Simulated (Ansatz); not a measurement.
Cartesian coordinates in Å:
```
N -1.538 -0.366 -1.510
Si -0.462 0.730 -0.711
Al 0.920 -0.261 1.062
O 2.056 0.634 1.937
Cl 0.700 -2.312 1.533
H -2.293 -0.764 -0.973
H -1.133 -1.079 -2.099
H 0.430 1.320 -1.748
H -1.284 1.825 -0.124
H 2.605 0.274 2.632
```

Total charge 0; spin multiplicity 1.

(1) List the B3LYP/def2-TZVPP orbital energies in eV (the Gaussian-basis code of Ansatz). (Estimate.)

Answers

(1) Ansatz gave: Occupied: -2762.02, -1799.12, -1524.91, -520.26, -389.19, -256.78, -195.75, -195.69, -195.67, -143.61, -112.85, -98.93, -98.93, -98.92, -73.57, -73.45, -73.37, -26.72, -23.32, -21.89, -14.74, -13.90, -13.55, -11.15, -10.84, -9.66, -9.54, -9.27, -9.00, -8.84, -8.52, -6.76. Lowest empty: -1.32, -0.60, -0.48, 1.22, 1.46, 1.86, 1.96, 2.33.

B3LYP here is the variant with VWN-RPA as its local correlation; programs differ in this.
